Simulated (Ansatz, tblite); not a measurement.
Removing and adding an electron: the cluster Cu₂Se. Total charge 0; singlet. Geometry: PBE0-D4/def2-TZVP. Ansatz, gas phase; energy differences of separate SCF runs; the oxidised species was run as a doublet alone; the reduced species was run as a doublet alone.

```xyz
3

Cu   -0.3622   -1.3935    0.0445
Cu    0.9466    0.7523    0.7829
Se   -0.5844    0.6412   -0.8274
```

The xTB rows come from tblite. The structure comes from a short search, and lower isomers may exist.

(1) Estimate orbital energies and vertical ionisation energies and electron affinities at: GFN1-xTB; GFN2-xTB; PBE-D4/def2-TZVP; PBE-D4/def2-TZVPD; r2SCAN-D4/def2-TZVP; r2SCAN-D4/def2-TZVPD; PBE0-D4/def2-TZVP; PBE0-D4/def2-TZVPD.

Results:

(1) 
| level | −HOMO (eV) | vertical IE (eV) | −LUMO (eV) | vertical EA (eV) | HOMO–LUMO gap (eV) | IE − EA (eV) | remarks |
| --- | --- | --- | --- | --- | --- | --- | --- |
| GFN1-xTB | 10.89 | 13.76 | 8.21 | 5.35 | 2.69 | 8.42 | – |
| GFN2-xTB | 9.56 | 12.38 | 6.76 | 4.75 | 2.80 | 7.64 | – |
| PBE-D4/def2-TZVP | 4.70 | 7.62 | 3.39 | – | 1.31 | – | – |
| PBE-D4/def2-TZVPD | 4.81 | – | 3.49 | 1.33 | 1.32 | – | HOMO above zero (-1 doublet) |
| r2SCAN-D4/def2-TZVP | 4.79 | 7.55 | 3.17 | – | 1.63 | – | – |
| r2SCAN-D4/def2-TZVPD | 4.89 | – | 3.26 | 1.33 | 1.62 | – | HOMO above zero (-1 doublet) |
| PBE0-D4/def2-TZVP | 5.62 | 7.53 | 2.48 | – | 3.14 | – | – |
| PBE0-D4/def2-TZVPD | 5.72 | – | 2.61 | 1.17 | 3.11 | – | HOMO above zero (-1 doublet) |

   A HOMO above zero means that the electron is unbound at that level or that self-interaction error raises the level; the energy of removing that electron tells which. Raw xTB energy differences between charge states are shifted by several eV; the methods need an empirical correction for them.
